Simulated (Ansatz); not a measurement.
`C#C[SiH](O)F` + `O[SiH](O)O` → `O[SiH](O)O[SiH](O)F` + `C#C`  (ligand exchange at the Si–C bond)

Gas-phase electronic energies from Ansatz, PBE0-D4/def2-TZVP geometries. CCSD(T)/CBS is the MP2 limit (def2-TZVPP, def2-QZVPP) plus CCSD(T) − MP2 in def2-TZVPP, frozen cores. This one scheme is used for every species. DFT in def2-TZVPP. B3LYP here is the variant with VWN-RPA as its local correlation; programs differ in this. Each species was taken in one conformer, which may not be the lowest.

| level | ΔE (kcal/mol) | difference from CCSD(T)/CBS |
| --- | --- | --- |
| PBE-D4 | -20.2 | 3.2 |
| B2PLYP | -22.8 | 0.6 |
| PBE | -19.3 | 4.1 |
| PBE0 | -20.9 | 2.5 |
| B3LYP | -22.3 | 1.1 |
| MP2/def2-TZVPP | -22.6 | 0.8 |
| SCS-MP2/def2-TZVPP | -22.9 | 0.5 |
| CCSD(T)/def2-TZVPP | -23.1 | 0.3 |
| MP2/def2-QZVPP | -22.9 | 0.5 |
| MP2/CBS(def2) | -22.8 | 0.6 |
| CCSD(T)/CBS | -23.4 | 0 |

Largest T1 diagnostic among the species: 0.013.

In def2-TZVPP, CCSD(T) changes the Hartree–Fock value by +2.6 kcal/mol (the triples alone add +0.6 kcal/mol) and MP2 by +3.2 kcal/mol. From PBE to PBE0 (25 % exact exchange), in def2-TZVPP and without D4, ΔE moves by −1.6 kcal/mol. The D4 term adds −1.4 kcal/mol with B3LYP and −0.8 kcal/mol with PBE0; it sums over pairs of atoms, weighted by their polarisabilities, and B3LYP, whose exchange is more repulsive, gets the larger term.
